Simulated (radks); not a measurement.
Sn6+, configuration [Kr] 4d8. Method: Dirac Kohn-Sham, LDA (Slater exchange, Perdew-Wang correlation), spin-unpolarised, spherical densities, point nucleus; open shells fill j = l - 1/2 first; computed with a radial shooting solver on a logarithmic mesh with Libxc functionals.

Normalised radial functions P(r) = r R(r) (large component), r in bohr:

r,4p3/2
0.001142,0.0009
0.001475,0.0015
0.001921,0.0025
0.002481,0.0040
0.003205,0.0065
0.00414,0.0106
0.005348,0.0170
0.006963,0.0274
0.008995,0.0430
0.01162,0.0666
0.01501,0.1010
0.01954,0.1511
0.02525,0.2157
0.03261,0.2941
0.04212,0.3764
0.05441,0.4406
0.07085,0.4487
0.09153,0.3536
0.1182,0.1258
0.1527,-0.2116
0.1989,-0.5544
0.2569,-0.6874
0.3318,-0.4587
0.4286,0.1191
0.5537,0.7915
0.721,1.2039
0.9314,1.1444
1.203,0.7709
1.554,0.3684
2.024,0.1136
2.614,0.0221
3.377,0.0023

4p3/2: eigenvalue -170.32 eV, 2 radial nodes at r = 0.131, 0.410 bohr, <r> = 0.875 bohr, 90 % of the charge inside 1.28 bohr.
